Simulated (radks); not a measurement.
Task: Hf3+, 69 electrons, occupied as [Xe] 4f14 5d0.5 6s0.5 (fractional occupations, a model configuration). Method: Dirac Kohn-Sham, PBE, spin-unpolarised, spherical densities, point nucleus; open shells are shared between the two j in proportion to 2j + 1; computed with a radial shooting solver on a logarithmic mesh with Libxc functionals. Some entries of the table are withheld. Estimate them.

orbital  occ.  eigenvalue (eV)  <r^2> (bohr^2)  <r> (bohr)
1s1/2       2        -65230.29       0.0004949     0.01898
2s1/2       2        -11172.31        0.007581     0.07976
2p1/2       2        -10670.64        0.005432     0.06612
2p3/2       4        -9478.680        0.006639     0.07385
3s1/2       2        -2567.762         0.04967      0.2081
3p1/2       2        -2345.600             (1)         (2)
3p3/2       4        -2090.146             (3)         (4)
3d3/2       4        -1714.604         0.04080      0.1863
3d5/2       6        -1658.896         0.04263      0.1908
4s1/2       2        -540.3824          0.2477      0.4681
4p1/2       2        -449.3975             (5)         (6)
4p3/2       4        -390.9629             (7)         (8)
4d3/2       4        -241.5672          0.3245      0.5286
4d5/2       6        -230.8695          0.3387      0.5401
5s1/2       2         -95.6632           1.433       1.129
5p1/2       2         -69.6834             (9)       1.249
5p3/2       4         -61.6636            (10)       1.349
4f5/2       6         -46.6529          0.5697      0.6663
4f7/2       8         -44.9032          0.5918      0.6781
5d3/2     0.2         -28.6208           4.124       1.887
5d5/2     0.3         -27.8990           4.322       1.933
6s1/2     0.5         -26.6299           8.505       2.762
6p1/2       0         -20.7669           11.39       3.196
6p3/2       0         -19.5306           12.73       3.379

Result: 
(1) 3p1/2 <r^2> (bohr^2): 0.04570
(2) 3p1/2 <r> (bohr): 0.1981
(3) 3p3/2 <r^2> (bohr^2): 0.05237
(4) 3p3/2 <r> (bohr): 0.2124
(5) 4p1/2 <r^2> (bohr^2): 0.2567
(6) 4p1/2 <r> (bohr): 0.4746
(7) 4p3/2 <r^2> (bohr^2): 0.2933
(8) 4p3/2 <r> (bohr): 0.5075
(9) 5p1/2 <r^2> (bohr^2): 1.767
(10) 5p3/2 <r^2> (bohr^2): 2.058
